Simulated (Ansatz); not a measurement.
Geometry optimisation, RKS PBE0-D4/STO-3G in Ansatz.

Input:

```yaml
crystal:
  periodic: [false, false, false]
  atoms:
    - { symbol: C, position_ang: [-2.598, -0.5458, 0.2172] }
    - { symbol: O, position_ang: [-1.3407, -0.2146, -0.2674] }
    - { symbol: C, position_ang: [-0.4601, 0.0279, 0.7926] }
    - { symbol: C, position_ang: [1.0455, 0.3671, 0.255] }
    - { symbol: C, position_ang: [0.9202, 1.5337, -0.7343] }
    - { symbol: Si, position_ang: [1.8667, -1.1409, -0.4591] }
    - { symbol: H, position_ang: [-2.6132, -1.402, 0.8268] }
    - { symbol: H, position_ang: [-3.0045, 0.3611, 0.7698] }
    - { symbol: H, position_ang: [-3.2895, -0.656, -0.6167] }
    - { symbol: H, position_ang: [-0.3949, -0.8487, 1.4895] }
    - { symbol: H, position_ang: [-0.8031, 0.8789, 1.4143] }
    - { symbol: H, position_ang: [1.6018, 0.6742, 1.1333] }
    - { symbol: H, position_ang: [0.3779, 2.4289, -0.2666] }
    - { symbol: H, position_ang: [1.9006, 1.8677, -0.9926] }
    - { symbol: H, position_ang: [0.369, 1.2789, -1.6292] }
    - { symbol: H, position_ang: [1.2192, -1.6161, -1.6773] }
    - { symbol: H, position_ang: [3.2823, -0.7599, -0.7773] }
    - { symbol: H, position_ang: [1.8833, -2.2231, 0.5737] }
basis:
  gaussian: { orbitals: STO-3G }
hamiltonian:
  xc: pbe0
  dispersion: d4
relax:
  f_tol: 0.02
  max_steps: 40
```

Run as:

```bash
$ ansatz run input.yaml --threads 1 --pin off --max-ram 2048MiB --backend cpu --events-out ev --progress --plain --runs-dir out
```

Where does it end, and by what steps?

The run converged. Limits of this set-up: minimal basis. After 10 steps the energy has fallen by 0.642 eV; H9 moved furthest, 0.57 Å.

```
step  energy less start (eV)  largest force component (eV/Å)  accepted
   0                  0.0000                           3.513       yes
   1                 -0.5632                           1.108       yes
   2                 -0.6145                           0.402       yes
   3                 -0.6250                           0.127       yes
   4                 -0.6301                           0.141       yes
   5                 -0.6339                           0.162       yes
   6                 -0.6367                           0.126       yes
   7                 -0.6392                           0.079       yes
   8                 -0.6405                           0.093       yes
   9                 -0.6413                           0.058       yes
  10                 -0.6416                           0.020       yes
```

```xyz
18
Properties=species:S:1:pos:R:3
C -2.527 -0.713 0.231
O -1.182 -0.469 -0.260
C -0.428 0.152 0.826
C 1.008 0.418 0.301
C 1.020 1.636 -0.654
Si 1.691 -1.129 -0.535
H -2.542 -1.393 1.107
H -3.048 0.223 0.520
H -3.090 -1.188 -0.591
H -0.390 -0.520 1.712
H -0.907 1.100 1.154
H 1.634 0.656 1.175
H 0.664 2.539 -0.141
H 2.033 1.834 -1.029
H 0.365 1.455 -1.516
H 1.120 -1.305 -1.847
H 3.123 -0.992 -0.676
H 1.418 -2.292 0.275
```

Whether the end is a true minimum wasn't checked by a vibrational analysis.

The run took 53 s on 1 thread of Arm Neoverse V1, on a shared host, peak memory 0.14 GiB.
